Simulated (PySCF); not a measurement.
# [IrH2]+, triplet: data card

Method: PySCF, UPBE0, basis Ir def2-TZVP with ECP60, H def2-TZVP (scalar-relativistic core potentials, no spin–orbit coupling, density fitting).

The structure is a minimum.

Z-matrix (Å, degrees; charge 1 multiplicity 3):
```
Ir
H  1 1.5432
H  1 1.5432 2 67.84
```

| Item | Value |
| --- | --- |
| Point group | C2v |
| Bond lengths | Ir–H 1.543 Å (×2) |
| Bond angles | H–Ir–H 67.8° |
| Spin squared ⟨S²⟩ | 2.006 |
| Rotational constants | 11.28, 5.153, 3.537 cm⁻¹ |
| Heat capacity Cp at 298.15 K | 36.8 J/(mol K) |
| Principal polarisabilities | 19.2, 25.3, 25.7 bohr³ |
| Zero-point energy | 32.7 kJ/mol |
| Highest occupied level (β) | -15.24 eV |
| Dipole moment about the centre of mass | 0.55 D |
| Enthalpy at 298.15 K above 0 K | 10.21 kJ/mol |
| Rotational symmetry number | 2 |
| Entropy at 298.15 K and 1 bar (electronic part: spin only) | 240.9 J/(mol K) |
| Lowest empty level (β) | -11.11 eV |
| Principal quadrupole moments (Buckingham, traceless) about the centre of mass | -1.24, -0.55, 1.79 D Å |

Harmonic modes (masses in u: Ir 192.963, H 1.008):
| symmetry | ω (cm⁻¹) | IR (km/mol) | μ (u) |
| --- | --- | --- | --- |
| a1 | 699 | 15.1 | 1.01 |
| b2 | 2371 | 18.9 | 1.01 |
| a1 | 2391 | 64.3 | 1.01 |

In C2v the vibrations span 2a1 + b2. Here b1 is antisymmetric to the molecular plane and b2 lies in it.

Charges (e):
```json
{"atom": "Ir1", "Mulliken": "0.70", "Löwdin": "0.83", "polar tensor": "0.87", "spin (Mulliken)": "2.05", "Mayer order to Ir1": "–"}
{"atom": "H2,3", "Mulliken": "0.15", "Löwdin": "0.08", "polar tensor": "0.06", "spin (Mulliken)": "-0.02", "Mayer order to Ir1": "0.94"}
```

Mulliken populations on Ir1 (electrons outside its core potential): s 2.74, p 6.06, d 7.49, f 0.01.

Outer orbital energies (eV). α occupied: -19.16, -18.33, -17.04, -16.23, -16.23, -15.84; empty: -8.55, -8.35, -6.31, -2.69. β occupied: -18.75, -17.82, -15.37, -15.24; empty: -11.11, -11.03, -8.21, -7.93.

Formally Ir is in oxidation state +3, d6, with 2 unpaired electrons (the high-spin count would be 4). The Mulliken spin on Ir is 2.05. The polar-tensor charge on Ir, 0.87, is far below the formal one.

This need not be the most stable arrangement of these atoms. Open d and f shells are described by one determinant, and the ground state may have another occupation or spin. No spin–orbit coupling is included, which matters more the heavier the element.

The final relaxation and frequency run took 9.8 s on 2 threads of a shared Intel Xeon 6975P-C (Granite Rapids) host, with 52 basis functions and 8 gradients; the process peaked at 0.59 GiB. Launch command: `OMP_NUM_THREADS=2 python axn.py task.json out`.
